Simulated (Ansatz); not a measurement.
Basis-set series for H4O2SSiTe (`O[Si](O)(S)[TeH]`). Charge 0, multiplicity 1. Te: def2 effective core potential. Geometry: relaxed with PBE0-D4/def2-TZVP. It is one conformer, not always the lowest.

| functional | basis | functions | energy (Eh) | HOMO (eV) | LUMO (eV) |
| --- | --- | --- | --- | --- | --- |
| PBE0-D4 | def2-TZVPP | 252 | -1108.41971 | -6.56 | -0.59 |
| PBE0-D4 | def2-QZVPP | 456 | -1108.45261 | -6.60 | -0.67 |
| ωB97M-V | def2-TZVPP | 252 | -1108.70760 | -8.63 | 1.27 |
| ωB97M-V | def2-QZVPP | 456 | -1108.73897 | -8.67 | 1.11 |

Question: Give the rows for def2-SVP. (Estimate.)

Answer: Ansatz gave: 
```
functional     basis  functions  energy (Eh)  HOMO (eV)  LUMO (eV)
   PBE0-D4  def2-SVP        110  -1107.96326      -6.43      -0.38
   ωB97M-V  def2-SVP        110  -1108.24762      -8.48       1.60
```

Positive LUMOs are unbound and depend on the basis.
